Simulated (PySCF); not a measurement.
# C₆ coefficients of unlike pairs at UHF

Calculated with PySCF 2.14 from the dipole response of each species, C₆(A,B) = (3/π) ∫ α_A(iu) α_B(iu) du, in atomic units, from isotropic polarisabilities. For ions this is the dispersion term alone; charge-induced terms of lower order in 1/R come first.

| species | configuration | basis | relativity | α (bohr³) | C₆ (like pair) |
| --- | --- | --- | --- | --- | --- |
| Ga⁻ | [Ar] 3d10 4s2 4p2 (3P) | aug-cc-pVTZ-PP with one added diffuse shell each of s, d, f type with ECP10MDF (7s5p5d3f) | core potential | 642.6 | 12230 |
| Zr⁺ | [Kr] 4d2 5s1 (4F) | aug-cc-pVDZ-PP with ECP28MDF (5s5p4d2f) | core potential | 81.93 | 769.0 |
| Al²⁺ | [Ne] 3s1 (2S) | aug-cc-pCVTZ-DK (8s7p5d3f) | spin-free X2C | 15.20 | 43.03 |
| Cl | [Ne] 3s2 3p5 (2P) | aug-cc-pwCVTZ (8s7p5d3f) | none | 13.95 | 88.03 |

Problem. Estimate C₆ for Cl with Zr⁺.

Solution. The integral gives 223.5. The combination rule 2 C_A C_B / (C_A α_B/α_A + C_B α_A/α_B) gives 208.9 and the geometric mean 260.2.

No spin-orbit coupling is included.

The other pairs:

```
     pair     C₆
  Cl, Ga⁻  615.2
 Zr⁺, Ga⁻   2681
Al²⁺, Zr⁺  178.5
 Cl, Al²⁺  56.35
Al²⁺, Ga⁻  570.4
```
